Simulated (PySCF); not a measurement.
## C3H11FGaN: core ionisation energies

Compound: C3H11FGaN.
Numbering: `[CH3:1][CH:2]([CH3:3])[Ga@@H-:4]([NH3+:5])[F:6]`

Structure used (PBE0-D3(BJ)/def2-SVP), in Å, numbered top down from 1:
```xyz
17
C3H11FGaN angstrom
C     -0.761   -1.523   -0.354
C     -0.786   -0.049   -0.745
C     -1.700    0.769    0.164
Ga     1.052    0.702   -0.818
N      1.799    0.381    1.157
F      2.272   -0.509   -1.370
H     -0.371   -1.669    0.670
H     -1.772   -1.970   -0.364
H     -0.122   -2.116   -1.025
H     -1.177    0.025   -1.777
H     -1.765    1.824   -0.147
H     -1.348    0.764    1.212
H     -2.729    0.367    0.182
H      1.488    2.183   -1.136
H      2.520   -0.305    0.921
H      1.151   -0.042    1.821
H      2.244    1.183    1.599
```

Method: delta-SCF UKS SCAN, pcX-2 on the ionised atom, pcseg-1 elsewhere, spin-free X2C in PySCF. These are vertical core ionisation energies against the vacuum level, from separate self-consistent calculations with and without the core hole.

Problem. What binding energy does each computed site have?

Solution. 
```tsv
atom(s)	bonded to	level	binding energy (eV)	above the level's lowest (eV)	count
C2	2 C, H and Ga	C 1s	289.57	0.00	1
C1	C and 3 H	C 1s	290.27	+0.70	1
C3	C and 3 H	C 1s	290.40	+0.83	1
N5	3 H and Ga	N 1s	407.22	0.00	1
F6	Ga	F 1s	689.39	0.00	1
```

The listed C 1s values span 0.83 eV, from C2 (bonded to 2 C, H and Ga) to C3 (bonded to C and 3 H). The widest gap between neighbouring values is 0.70 eV, between 289.57 and 290.27 eV. Summing the Pauling electronegativity differences to the bonded atoms, each weighted by its formal bond order, gives -1.09 for the lowest site and -1.05 for the highest; no listed site has a larger sum than the highest.

Problem. What is the C 1s shift of C1 against C3?

Solution. 290.27 − 290.40 = -0.13 eV, or -13 kJ/mol.

No level of gallium is listed. Geometry: PBE0-D3(BJ)/def2-SVP, one conformer, isolated molecule.
